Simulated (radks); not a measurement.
Values are calculated unless marked as measured or tabulated.
Effect of the nuclear size on neutral ytterbium, [Xe] 4f14 6s2. Code: a radial shooting solver on a logarithmic mesh with Libxc functionals. Model: Dirac Kohn-Sham, exchange-only LDA, spin-unpolarised, spherical densities, finite nucleus; Fermi nuclear charge, rms radius 5.3108 fm. The rms radius is varied about that value; shifts are against it.

rms radius (fm),total energy shift (eV),density at nucleus (e/bohr^3),1s1/2 shift (meV),2s1/2 shift (meV),4p1/2 shift (meV),5s1/2 shift (meV),5p1/2 shift (meV),6s1/2 shift (meV),4f7/2 shift (meV)
4.3814,-12.7,1.085e+06,-5200,-707,0.136,-5.46,0.488,-0.193,0.871
5.1462,-2.38,1.032e+06,-972,-132,0.025,-1.02,0.091,-0.036,0.163
5.3108,0,1.022e+06,0.000,0.000,0.000,0.000,0.000,0.000,0.000
5.6666,5.32,1.002e+06,2170,295,-0.055,2.28,-0.203,0.081,-0.364
6.2296,14.2,9.735e+05,5810,789,-0.145,6.09,-0.543,0.216,-0.972

Slopes of the eigenvalues against <r^2> in GHz/fm^2, as finite differences over the two radii next to the reference (eigenvalue slopes, not the field-shift constants of lines): 1s1/2 135000, 2s1/2 18400, 4p1/2 -3.43, 5s1/2 142, 5p1/2 -12.7, 6s1/2 5.02, 4f7/2 -22.6.
